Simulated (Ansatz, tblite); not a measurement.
Cost and result up the ladder for [MoO3(OH)]- (MoO₄H⁻) (6 atoms). The state is a singlet with charge -1. Geometry: PBE0-D4/def2-SVPD.

Cartesian coordinates in Å:
```
Mo 0.336 -0.208 0.248
O 0.113 -1.071 1.719
O 1.003 -1.232 -0.966
O 1.374 1.146 0.483
O -1.407 0.422 -0.338
H -1.420 0.943 -1.145
```

Ansatz on 4 threads of Arm Neoverse V2 on a shared host; xTB runs through tblite on one thread. Times are rough, summed over both states, and most runs start from the orbitals of an earlier one. PBE0-D4/def2-TZVPD serves as the yardstick here, not as an exact answer. The other state is a triplet.

In the def2 sets Mo takes a core potential; there is no spin–orbit coupling. The xTB rows come from tblite.

xTB has no spin-polarisation term.

| level | functions | wall time | vertical triplet (eV) | difference from PBE0-D4/def2-TZVPD (eV) | remarks |
| --- | --- | --- | --- | --- | --- |
| GFN1-xTB | 27 | 0.006 s | 5.69 | 1.24 | – |
| GFN2-xTB | 26 | 0.006 s | 4.81 | 0.35 | – |
| PBE-D4/def2-TZVPD | 209 | 7.9 s | 4.44 | -0.01 | HOMO above zero (triplet) |
| PBE0-D4/def2-TZVPD | 209 | 19 s | 4.45 | 0.00 | HOMO above zero (triplet) |
